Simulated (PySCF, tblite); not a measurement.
One entry of a table of gas-phase calculations, keyed by method. Lists by class give the value and the number of equivalent atoms.

```json
{
 "formula": "H9NOSi3",
 "smiles": "[SiH3][NH+][SiH2]O[SiH3]",
 "inchi": "InChI=1S/H9NOSi3/c3-1-5-2-4/h1H,5H2,3-4H3/q+1",
 "charge": 1,
 "multiplicity": 2,
 "geometry_level": "GFN2-xTB",
 "atoms_angstrom": [
  ["Si", -1.982, -0.244, 0.889],
  ["N", -1.503, 0.925, -0.331],
  ["Si", 0.022, 1.349, -1.064],
  ["O", 1.217, 0.485, -0.446],
  ["Si", 2.448, -0.372, 0.232],
  ["H", -3.3, -0.707, 0.451],
  ["H", -0.909, -1.229, 0.944],
  ["H", -2.083, 0.556, 2.125],
  ["H", -2.272, 1.475, -0.686],
  ["H", 0.256, 2.751, -0.719],
  ["H", -0.093, 1.002, -2.48],
  ["H", 2.836, -1.319, -0.821],
  ["H", 1.865, -1.013, 1.408],
  ["H", 3.496, 0.619, 0.474]
 ],
 "electronic_structure_code": "PySCF",
 "results": {
  "GFN2-xTB geometry": {
   "rotational_constants_GHz": [3.559, 1.287, 0.979]
  },
  "GFN2-xTB harmonic vibrations, gas phase": {
   "strongest_ir_bands_cm-1_km_per_mol_modes": [
    [553.5, 230.5, 1],
    [678.6, 87.6, 1],
    [735.5, 174.2, 1],
    [2122.2, 169.3, 1],
    [2160.7, 90.3, 1],
    [2310.3, 98.6, 1]
   ],
   "zpe_kcal_per_mol": 50.1
  },
  "UKS B3LYP, pcH-1 on H N O Si, non-relativistic, mean-field spin-orbit, GIAO": {
   "g_iso": 2.00479,
   "g_tensor": [2.00221, 2.00456, 2.00761],
   "s2": 0.756,
   "a_iso_by_class_MHz": [
    ["1H", 223.0, 2],
    ["1H", 106.8, 3],
    ["29Si", 81.8, 1],
    ["29Si", 51.7, 1],
    ["1H", -44.2, 1]
   ],
   "spin_populations_mulliken_by_atom": [-0.05, 0.7, -0.06, 0.03, 0.0, 0.04, 0.01, 0.11, -0.02, 0.11, 0.11, 0.01, 0.0, 0.0]
  }
 }
}
```

The rotational constants make it an asymmetric top with κ = (2B − A − C)/(A − C) = -0.76, nearer the prolate limit (−1). The zero-point energy, half the sum of the 36 harmonic wavenumbers, equals 17530 cm⁻¹ or 210 kJ/mol. At 9.50 GHz, hν = g·μB·B₀ (B₀ the magnetic field) puts the centre of the isotropic spectrum, to first order, at 338.6 mT.

 In GFN2-xTB open shells enter through the occupations alone, without spin polarisation, so single modes can be far off. Hyperfine couplings depend on the geometry, which wasn't re-optimised at a DFT level. Couplings of like nuclei are plain means over topologically equivalent atoms, as if these changed places fast (by rotation of a methyl-like group, say); in this geometry the members of some sets differ.

The values belong to the conformer `[SiH3:1][NH+:2][SiH2:3][O:4][SiH3:5]`: Si1–N2–Si3–O4 -1°.
